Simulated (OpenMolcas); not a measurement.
Cr4+ (d2) among equal point charges was computed by CASSCF with the d shell active (OpenMolcas, ANO-RCC-VDZP on the metal). Its lowest spin-free states, and all those of the highest spin:

```tsv
2S+1	Degeneracy	E (cm-1)
3	1	0.0
3	2	287.2
3	1	2714
3	2	2909
3	1	6066
1	1	16790
1	2	17174
1	1	17777
1	1	18326
3	2	21034
3	1	22141
1	1	25768
```

**Question.** Is the site octahedral, tetrahedral or cube-like, axial, or of lower symmetry?

**Answer.** The states with 2S+1 = 3 have orbital degeneracies 1, 2, 1, 2, 1, 2, 1. There are pairs but no triples, so the site is axial: not cubic, but with a proper or improper axis of order three or more. The run had Cr4+ among 6 point charges of -2.2 e arranged as a tetragonal octahedron (D4h), 2.02 Å from the ion, with the axial distance 2.081 Å.

Without dynamic correlation the repulsion within the d shell is too large (B by tens of per cent), so at a given field states of lower spin stand too high. Point charges carry no covalency, so the field is a model and not that of real ligands. No measured value stands beside these numbers.
